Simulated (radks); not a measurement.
Results of a calculation; reference values are marked as such.
Task: Mean orbital radii <r> (bohr) of the cadmium ion Cd2+, [Kr] 4d10, of relativity; Dirac values are averaged over j with weights 2j + 1. Spin-unpolarised spherical Kohn-Sham, BLYP, point nucleus unless stated (finite: rms radius 4.6087 fm), a radial shooting solver on a logarithmic mesh with Libxc functionals. A level marked "c x" has the speed of light scaled by that factor and shares open shells by 2j + 1; other Dirac levels either fill j = l - 1/2 first or share by 2j + 1.

shell  non-rel.
1s      0.03171
2s       0.1373
2p       0.1172
3s       0.3713
3p       0.3629
3d       0.3347
4s       0.9096
4p       0.9730
4d        1.245

Give the values at the level "Dirac, low j first".

Result: 
shell  Dirac, low j first  change of magnitude (%)
1s                0.03039                    -4.14
2s                 0.1313                    -4.43
2p                 0.1147                    -2.21
3s                 0.3582                    -3.54
3p                 0.3568                    -1.66
3d                 0.3348                    +0.05
4s                 0.8789                    -3.37
4p                 0.9592                    -1.41
4d                  1.256                    +0.88
